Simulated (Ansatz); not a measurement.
`[OH][GeH]` + HBr → `[GeH][Br]` + H₂O  (ligand exchange at a Ge–O bond)

Calculated with Ansatz (gas phase, PBE0-D4/def2-TZVP geometries, no zero-point term in ΔE). CCSD(T)/CBS adds triple-zeta CCSD(T) − MP2 to the extrapolated MP2 energy (def2 sets, frozen cores). This one scheme is used for every species. Functionals use def2-TZVPP. For Br, Ge outer-core shells are correlated without core-valence functions, which leaves a few kJ/mol of doubt a bond. Scalar relativity is left out up to krypton.

| species | PBE0 energy (Eh) |
| --- | --- |
| `[OH][GeH]` | -2153.11250 |
| HBr | -2574.45886 |
| `[GeH][Br]` | -4651.21169 |
| H₂O | -76.38081 |

Work out ΔE.

ΔE = (-4651.21169) + (-76.38081) − (-2153.11250) − (-2574.45886) = -0.02114 Eh = -55.5 kJ/mol. CCSD(T)/CBS gives -50.6 kJ/mol.

Largest T1 diagnostic among the species: 0.016.

In def2-TZVPP, CCSD(T) changes the Hartree–Fock value by +13.9 kJ/mol (the triples alone add +1.7 kJ/mol) and MP2 by +12.5 kJ/mol. At CCSD(T), def2-SVP lies +16.8 kJ/mol from the extrapolated value and def2-TZVPP +7.0 kJ/mol.
